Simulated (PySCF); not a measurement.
Atoms are numbered as in `[CH2:1]=[N:2][Si@@H:3]([OH:4])[PH2:5]`. Each H is labelled by its parent atom. Ha(C1) is cis to Si3; Hb(C1) is trans to Si3.

Geometry: PBE0-D3(BJ)/def2-SVP; GIAO shifts from PySCF 2.14, gas phase, non-relativistic, averaged over equivalent atoms.

At PBE0/pcSseg-2 (278 basis functions, 29 s wall time on 1 thread of an Arm Neoverse V2, shared host):
```tsv
atoms	δ (ppm)
C1	175.4
N2	435.1
Si3	3.5
O4	46.7
P5	-266.1
Ha(C1)	8.65
Hb(C1)	8.46
H(Si3)	5.56
H(P5)	1.55
H(O4)	1.50
```

Shifts are taken against calculated references (same method and geometry level): ¹³C (σref 184.13), ²⁹Si (σref 341.29), ¹H (σref 31.25) vs TMS; ¹⁵N (σref 261.69) against NH3; ¹⁷O (σref 328.15) against H2O; H3PO4 for ³¹P (σref 296.57).

Predict the values at CAM-B3LYP/pcSseg-2 on the same geometry.

## Answers


```tsv
atoms	δ at CAM-B3LYP/pcSseg-2	change
C1	177.6	+2.2
N2	445.5	+10.4
Si3	1.9	-1.6
O4	47.7	+1.0
P5	-259.0	+7.1
Ha(C1)	8.57	-0.08
Hb(C1)	8.40	-0.06
H(Si3)	5.39	-0.17
H(P5)	1.49	-0.06
H(O4)	1.61	+0.11
```

References, each an isolated molecule treated in the same way: ¹³C (σref 182.55) and ²⁹Si (σref 328.96) and ¹H (σref 31.34) vs TMS; ¹⁵N (σref 261.83) against NH3; ¹⁷O (σref 329.76) against H2O; ³¹P (σref 283.70) against H3PO4.

The largest change is at N2 (imine nitrogen). Cost: 278 basis functions, 40 s wall time on 1 thread of an Arm Neoverse V2, shared host.

Experimental scales use liquid or dissolved standards, which lie at an offset from isolated NH3 (liquid NH3: subtract about 20 ppm) and H2O (liquid H2O: subtract about 36 ppm) and H3PO4. Unscaled 15N shifts of sp2 nitrogen come out 20 to 40 ppm too high even then.
